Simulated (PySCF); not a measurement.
# Cl (chlorine, neutral) across methods

[Ne] 3s2 3p5, 2P determinant. Computed with PySCF 2.14 in aug-cc-pV(Q+d)Z, with the non-relativistic Hamiltonian (point nucleus).

```csv
method,E (hartree),mean ε 3s β (eV),mean ε 3p α (eV),mean ε 3p β (eV),Σ⟨r²⟩ (bohr²),⟨S²⟩
LC-wPBE,-460.0371,-25.316,-13.527,-12.580,27.45,0.754
LDA,-458.6622,-19.988,-9.105,-8.210,27.85,0.752
M06,-460.1411,-21.932,-10.398,-9.348,27.46,0.753
revPBE,-460.0774,-19.815,-9.001,-8.105,27.74,0.754
PBEsol,-459.2805,-19.818,-8.992,-8.081,27.77,0.753
PBE0,-460.0090,-22.072,-10.581,-9.605,27.57,0.754
PBE,-459.9697,-19.863,-9.029,-8.136,27.77,0.753
UHF,-459.48924,-27.606,-14.394,-13.087,27.63,0.761
```

Question: Estimate the same row for r2SCAN.

Answer: E (hartree) = -460.1281; mean ε 3s β (eV) = -20.373; mean ε 3p α (eV) = -9.475; mean ε 3p β (eV) = -8.456; Σ⟨r²⟩ (bohr²) = 27.54; ⟨S²⟩ = 0.757.
